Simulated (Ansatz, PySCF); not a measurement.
System: CH₂O, net charge 0, singlet state. SMILES: [H]/[C-]=[O+]/[H]
Geometry: optimised at B3LYP-D3(BJ)/def2-TZVP (Ansatz, an electronic-structure program).

Quantity: vertical triplet-singlet gap, E(triplet) - E(singlet), in eV. Conventions: 6-311+G** with 5d; 6-31G* and kin with 6d, 5d where marked; non-relativistic; each state is the SCF solution reached for its charge and spin; dispersion terms only where a functional's name holds one; open shells spin-unrestricted; no spin-orbit coupling. First-principles rows: single points at B3LYP-D3(BJ) geometries (Ansatz). The Hartree-Fock reference of [H]/[C-]=[O+]/[H] (CH2O) is unstable towards a lower, spin-broken solution. Levels can end on unlike triplets.

```tsv
level	program	vertical triplet-singlet gap, E(triplet) - E(singlet) (eV)
HF/6-31G*	Ansatz	0.71
PBE/6-31G*	Ansatz	1.37
PBE/6-311+G**	Ansatz	1.37
B3LYP/3-21G	Ansatz	1.38
B3LYP/6-311+G**	Ansatz	1.46
M06-2X/6-31G* (5d)	PySCF	1.47
B3LYP/def2-TZVPD	Ansatz	1.46
PBE0/def2-TZVPD	Ansatz	1.27
```

No value to compare with is used here. The 6 habitual levels span 0.71 (HF/6-31G*) to 1.47 eV (M06-2X/6-31G* (5d)); B3LYP/def2-TZVPD gives 1.46.

The levels are drawn from those run, B3LYP/6-31G* more often than the rest, none by its result; left out are runs that failed, that the program found above a lower state of the same kind, or whose <S^2> lies over 0.5 above the pure value.
